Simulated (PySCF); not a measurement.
H2SSe, SMILES S[SeH], singlet at its CAM-B3LYP/def2-SVP optimised geometry (Å):

```
4

Se    -0.6021    -1.0988     0.0000
H      0.8723    -1.0988     0.0000
S     -0.8723     1.0988     0.0000
H     -0.9062     1.2736    -1.3396
```

Computed with CAM-B3LYP/def2-TZVP run with PySCF.

Map of the electron localisation function on the plane z = 1.5 Å:

```
|                               |
|                               |
|                               |
|            .                  |
|        ..:::::..              |
|      .::---==--:.             |
|     .:-==+++++=-:.            |
|    .:-=++****++=-.            |
|    .-=+*******+=-:            |
|    :-=+*****+++=-.            |
|    :-=+++++===--:.            |
|    .:--=----:::..             |
|    ..::::......               |
|                               |
|                               |
|           .....               |
|         .:-==--:.             |
|       .:=+*##*+=:.            |
|      .:+#%%@@%#+-:.           |
|      :=#%@@@@@%*=:..          |
|     .-*%@@@@@@%*=:..          |
|     .=*%@@@@@@%*=:..          |
|     .=*%@@@@@@%*-:.           |
|     .-*%%@@@@%#+-.            |
|     .:+*%%%%%#*=:.            |
|      .-+*####+=:.             |
|       .:=+++=-:.              |
|        ..::::..               |
|           ..                  |
|                               |
|                               |
```
Scale: ten equal steps from 0.000 (start of ' ') to 0.937 (end of '@'), in the order ' .:-=+*#%@'; x runs from -3.50 to 3.50, y from -3.50 (bottom) to 3.50 (top).
